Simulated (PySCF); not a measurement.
C6H6N, SMILES c1cc(cc[c]1)N, doublet at its B3LYP/def2-SVP optimised geometry (Å):

```
13

N      1.4059     1.8903     0.0481
C      0.7112     0.6853     0.0000
C      1.4050    -0.5435     0.0000
C      0.7105    -1.7622     0.0053
C     -0.6686    -1.7091     0.0107
C     -1.4057    -0.5423     0.0088
C     -0.6999     0.6699     0.0035
H      2.3645     1.8657    -0.2800
H      0.9039     2.7078    -0.2789
H      2.4997    -0.5435     0.0000
H      1.2607    -2.7078     0.0039
H     -2.4997    -0.5404     0.0100
H     -1.2487     1.6170     0.0063
```

Method: unrestricted B3LYP/def2-TZVP (PySCF). Cells within 0.4 Å of a nucleus heavier than hydrogen are left out (blank, or x).

Map of the log10 of the electron density (e/bohr³), floored at −4 on the plane z = 0.0 Å:

```
|00000000000000000000000000000|
|00000000000000000000000000000|
|00000000000000000100000000000|
|00000000000000122221100000000|
|00000000000001234443210000000|
|00000000011112356665432100000|
|00000000123333468876553210000|
|00000001345544568998765320000|
|000000124567655689x9886420000|
|00000013568876678xxx986421000|
|00000013579987778999875420000|
|0000012356899989x987654320000|
|00001234568xxx9xxx86554320000|
|000123556789x999x987655421000|
|00013567889998789998876531000|
|0002457999xx87678xx9997542000|
|0002457999xx87678xx9997542000|
|00013567889998789998876531000|
|000123556789x999x987655421000|
|000012345689xx9xxx86543210000|
|0000012346789989x987532100000|
|00000012356777778997531000000|
|00000001345666667887531000000|
|00000001234444456765421000000|
|00000000122333334554310000000|
|00000000001111122332100000000|
|00000000000000001111000000000|
|00000000000000000000000000000|
|00000000000000000000000000000|
```
Scale: ten equal steps from -4.00 (start of '0') to -0.336 (end of '9'), in the order '0123456789'; x runs from -5.00 to 5.00, y from -5.00 (bottom) to 5.00 (top).
